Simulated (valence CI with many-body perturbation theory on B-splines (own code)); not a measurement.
# E1 line list for Cl10+

Method: configuration interaction combined with many-body perturbation theory (CI+MBPT): five valence electrons over a frozen Dirac-Fock core [He], radial functions for each j: 9 s, 9 p, 8 d, 6 f, 3 g, 1 h, with the one-electron correlation potential Σ1, the two-electron term Σ2, the three-electron term Σ3, Breit, model QED; selected CI, second order for the rest, scaled by the run's own slope (own B-spline code, finite nucleus).

No measured levels were compared; by estimate levels of excited configurations hold to 0.05 to 0.15 % of their energy, terms of the ground configuration to about 0.5 %. Among the levels kept, up to 2400 cm⁻¹ of a level comes from second order outside the variational space, and about a tenth of that is noise between levels of different J, which matters for small intervals.

Lines 51 to 100 of 259 in falling wavelength, among levels below 2832100 cm⁻¹, chosen from the strongest by gf and those to the six lowest levels. Wavelengths and rates use the calculated energies, so an error of 400 cm⁻¹ moves a line at 718.3 Å by 0.29 % and its rate by three times that or more. Electric multipoles are in the length gauge, E1 and E2 with the static RPA response of the core. Weak lines are less certain than strong ones. Lines between different terms over intervals too small for the method are left out, as are lines whose strength nearly cancels. The highest levels of a list are the least certain.

Names give the largest LS component (configuration and term), which can be under half, so a name can repeat, a term be missing and a line seem to break the LS rules; names also repeat where a configuration has a term twice. Letters in brackets count levels of one name in rising energy.

```
λ vac (Å)                   Upper                   Lower   A (s⁻¹)  S (a.u.)
    718.3       2s2 2p2 3d 4F_5/2      2s2 2p2 3p 4D°_3/2  1.25e+09  1.37e+00
    717.7       2s2 2p2 3d 4F_3/2      2s2 2p2 3p 4D°_1/2  1.03e+09  7.49e-01
    713.4       2s2 2p2 3d 2G_9/2      2s2 2p2 3p 2F°_7/2  1.60e+09  2.86e+00
    711.3      2s2 2p2 3p 4S°_3/2       2s2 2p2 3s 4P_5/2  1.04e+09  7.39e-01
    711.0       2s2 2p2 3d 4D_1/2      2s2 2p2 3p 4P°_1/2  7.80e+08  2.77e-01
    710.5       2s2 2p2 3d 4P_1/2      2s2 2p2 3p 4S°_3/2  8.79e+08  3.11e-01
    710.0       2s2 2p2 3d 4D_7/2      2s2 2p2 3p 4P°_5/2  1.09e+09  1.54e+00
    705.5       2s2 2p2 3d 2G_7/2      2s2 2p2 3p 2F°_5/2  1.62e+09  2.25e+00
    704.3  2s2 2p2 3p 2D°_3/2 [b]       2s2 2p2 3s 2D_3/2  9.52e+08  6.57e-01
    702.0       2s2 2p2 3d 4D_5/2      2s2 2p2 3p 4P°_3/2  1.00e+09  1.03e+00
    701.9  2s2 2p2 3p 2D°_3/2 [b]       2s2 2p2 3s 2D_5/2  4.33e+08  2.96e-01
    700.0  2s2 2p2 3p 2D°_5/2 [b]       2s2 2p2 3s 2D_5/2  1.30e+09  1.32e+00
    690.7       2s2 2p2 3d 4D_3/2      2s2 2p2 3p 4P°_3/2  3.90e+08  2.54e-01
    688.1       2s2 2p2 3d 4D_7/2      2s2 2p2 3p 4D°_7/2  4.74e+08  6.10e-01
    687.5       2s2 2p2 3d 4D_3/2      2s2 2p2 3p 4P°_1/2  5.88e+08  3.77e-01
    683.7   2s2 2p2 3d 2P_1/2 [b]  2s2 2p2 3p 2D°_3/2 [b]  4.42e+08  1.39e-01
    672.0      2s2 2p2 3p 4S°_3/2       2s2 2p2 3s 4P_3/2  4.68e+08  2.81e-01
    669.1       2s2 2p2 3d 4D_5/2      2s2 2p2 3p 4D°_5/2  3.14e+08  2.78e-01
    660.9   2s2 2p2 3d 2D_5/2 [b]      2s2 2p2 3p 2F°_7/2  1.70e+08  1.46e-01
    650.5   2s2 2p2 3d 2F_7/2 [b]      2s2 2p2 3p 2F°_7/2  5.10e+08  5.54e-01
    645.2       2s2 2p2 3d 4P_5/2      2s2 2p2 3p 4P°_5/2  9.46e+08  7.53e-01
    635.4   2s2 2p2 3d 2D_3/2 [a]  2s2 2p2 3p 2P°_1/2 [a]  1.12e+09  5.69e-01
    635.2  2s2 2p2 3p 2P°_1/2 [b]       2s2 2p2 3s 2D_3/2  1.74e+09  4.40e-01
    633.5   2s2 2p2 3d 2D_3/2 [a]  2s2 2p2 3p 2P°_3/2 [a]  3.29e+08  1.65e-01
    631.6       2s2 2p2 3d 4P_3/2      2s2 2p2 3p 4P°_5/2  5.34e+08  2.66e-01
    625.9   2s2 2p2 3d 2D_5/2 [a]  2s2 2p2 3p 2P°_3/2 [a]  1.60e+09  1.16e+00
    620.1   2s2 2p2 3d 2F_5/2 [b]      2s2 2p2 3p 2F°_5/2  4.71e+08  3.32e-01
    614.9       2s2 2p2 3d 2P_3/2      2s2 2p2 3p 2S°_1/2  9.91e+08  4.55e-01
    607.2  2s2 2p2 3p 2P°_3/2 [b]       2s2 2p2 3s 2D_3/2  8.24e+08  3.64e-01
    606.3       2s2 2p2 3d 4P_1/2      2s2 2p2 3p 4P°_3/2  7.23e+08  1.59e-01
    605.4  2s2 2p2 3p 2P°_3/2 [b]       2s2 2p2 3s 2D_5/2  1.45e+09  6.37e-01
    585.6   2s2 2p2 3d 2D_5/2 [a]  2s2 2p2 3p 2D°_5/2 [a]  2.54e+08  1.51e-01
    566.9   2s2 2p2 3d 2P_1/2 [a]      2s2 2p2 3p 2S°_1/2  7.62e+08  1.37e-01
    556.4   2s2 2p2 3d 2D_3/2 [a]  2s2 2p2 3p 2D°_3/2 [a]  5.18e+08  1.76e-01
    537.0  2s2 2p2 3p 2D°_5/2 [b]       2s2 2p2 3s 2P_3/2  1.37e+09  6.29e-01
    511.1  2s2 2p2 3p 2D°_3/2 [b]       2s2 2p2 3s 2P_1/2  1.30e+09  3.43e-01
    500.6   2s2 2p2 3d 2D_5/2 [b]  2s2 2p2 3p 2D°_5/2 [a]  5.15e+08  1.91e-01
    496.8  2s2 2p2 3p 2P°_1/2 [b]       2s2 2p2 3s 2P_3/2  8.63e+08  1.04e-01
    483.4   2s2 2p2 3d 2F_5/2 [b]  2s2 2p2 3p 2D°_5/2 [a]  4.22e+08  1.41e-01
    479.5  2s2 2p2 3p 2P°_3/2 [b]       2s2 2p2 3s 2P_3/2  1.36e+09  2.96e-01
    476.3   2s2 2p2 3d 2D_3/2 [b]  2s2 2p2 3p 2D°_3/2 [a]  7.22e+08  1.54e-01
    473.7  2s2 2p2 3p 2P°_1/2 [b]       2s2 2p2 3s 2P_1/2  9.92e+08  1.04e-01
    471.4        2s 2p3 3p 4P_5/2      2s2 2p2 3p 4S°_3/2  1.06e+09  3.29e-01
    470.0        2s 2p3 3p 4P_3/2      2s2 2p2 3p 4S°_3/2  1.11e+09  2.28e-01
    468.6        2s 2p3 3p 4P_1/2      2s2 2p2 3p 4S°_3/2  1.16e+09  1.17e-01
    369.5           2s 2p4 4P_5/2         2s2 2p3 2P°_3/2  2.79e+06  4.17e-04
    357.3           2s 2p4 4P_3/2         2s2 2p3 2P°_3/2  6.19e+06  5.57e-04
    311.6           2s 2p4 4P_5/2         2s2 2p3 2D°_5/2  7.44e+06  6.67e-04
    309.6           2s 2p4 4P_5/2         2s2 2p3 2D°_3/2  3.30e+06  2.90e-04
    266.5             2p5 2P°_3/2           2s 2p4 2P_1/2  1.79e+09  6.70e-02
```
